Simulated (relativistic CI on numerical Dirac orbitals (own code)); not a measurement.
**Fe2+ in a cubic cluster: L2,3 absorption with charge transfer**

Computed with a charge-transfer multiplet model of a cubic metal-ligand cluster with up to 3 ligand holes, Slater and spin-orbit integrals from Dirac-Coulomb-Breit ions, Slater integrals scaled by 0.8. The parameters are those of a tetrahedral site (10Dq negative, t2 hopping the larger). The ground state mixes d6 with configurations of k ligand holes L, whose averages lie at kΔ + k(k − 1)U_dd/2; a core hole lowers each added d electron by U_cd. 20 K, Lorentzian 0.4 eV and Gaussian 0.3 eV FWHM.

Atomic integrals in eV (Slater integrals scaled, ζ unscaled), ground: F2dd 8.723, F4dd 5.416, zeta_d 0.049; with the core hole: F2dd 9.374, F4dd 5.826, zeta_d 0.067, zeta_core 8.135, F2cd 5.460, G1cd 4.059, G3cd 2.306.

Cluster parameters (eV): Δ = 3.9, U_cd = 6.7, 10Dq = -0.2, 10Dq(ligand) = 0, V(eg) = 1.25, V(t2g) = -2.12, final-state hopping factor = 0.9.

```csv
Case,n_d,d6,d7L,d8L2,d9L3,S
U_dd = 4 eV,6.30,0.72,0.25,0.02,0.00,2.00
U_dd = 5.4 eV,6.29,0.73,0.25,0.02,0.00,2.00
U_dd = 6.1 eV,6.28,0.74,0.25,0.02,0.00,2.00
U_dd = 6.8 eV,6.28,0.74,0.25,0.01,0.00,2.00
U_dd = 7.5 eV,6.27,0.74,0.25,0.01,0.00,2.00
```

Weights, n_d and S are thermal averages at 20 K. Photon energies count from the first peak over 30 % of the highest in each spectrum, which can be another peak from case to case. The parameters are a model scan and need not match a compound or its usual spin state. Peaks in eV (height, largest 100):
- U_dd = 4 eV: -1.9 (10), 0.0 (100), 1.8 (23), 3.0 (13), 5.2 (8), 6.2 (6), 13.1 (33), 15.1 (7)
- U_dd = 5.4 eV: 0.0 (100), 2.3 (25), 3.4 (14), 13.1 (32), 13.4 (33), 15.5 (8)
- U_dd = 6.1 eV: 0.0 (100), 0.4 (93), 2.4 (25), 3.6 (14), 13.1 (32), 13.4 (32), 15.1 (7), 15.6 (8)
- U_dd = 6.8 eV: 0.0 (100), 0.5 (92), 2.5 (25), 3.7 (15), 13.2 (32), 15.2 (7), 15.8 (8)
- U_dd = 7.5 eV: 0.0 (100), 0.5 (92), 1.1 (70), 2.6 (25), 3.8 (15), 13.4 (32), 15.3 (7), 15.9 (8)

Curve for U_dd = 6.8 eV (points under 2 left out, the grid thinned):

| E (eV) | Intensity |
| --- | --- |
| -2.7 | 2.1 |
| -2.4 | 3.0 |
| -2.0 | 6.8 |
| -1.7 | 9.3 |
| -1.3 | 16.4 |
| -1.0 | 26.2 |
| -0.7 | 36.8 |
| -0.3 | 74.3 |
| 0.0 | 100.0 |
| 0.3 | 89.7 |
| 0.7 | 81.1 |
| 1.0 | 69.6 |
| 1.4 | 45.7 |
| 1.7 | 23.5 |
| 2.0 | 18.8 |
| 2.4 | 24.6 |
| 2.7 | 22.7 |
| 3.1 | 16.1 |
| 3.4 | 12.4 |
| 3.7 | 14.7 |
| 4.1 | 10.4 |
| 4.4 | 7.0 |
| 4.7 | 5.0 |
| 5.1 | 3.2 |
| 5.4 | 3.0 |
| 5.8 | 2.8 |
| 6.1 | 2.3 |
| 7.4 | 2.0 |
| 11.1 | 3.6 |
| 11.4 | 6.2 |
| 11.8 | 9.3 |
| 12.1 | 15.2 |
| 12.4 | 23.1 |
| 12.8 | 28.1 |
| 13.1 | 31.6 |
| 13.5 | 31.1 |
| 13.8 | 22.9 |
| 14.1 | 15.4 |
| 14.5 | 12.3 |
| 14.8 | 7.9 |
| 15.1 | 6.8 |
| 15.5 | 6.9 |
| 15.8 | 8.2 |
| 16.2 | 4.6 |
| 16.5 | 2.0 |

For the case U_dd = 5.4 eV, Δ = 3.9 eV is smaller than U_dd = 5.4 eV, the charge-transfer side of the Zaanen-Sawatzky-Allen scheme. With the core hole the configuration with one ligand hole lies at Δ + U_dd − U_cd = 1.2, 2.6, 3.3, 4.0, 4.7 eV from the one without, in the order of the table; where this is negative the screened configuration lies lower, though the effective hopping of about 3.4 eV (from the holes of the mixed ground state) mixes the two strongly wherever it is as large as the gap.
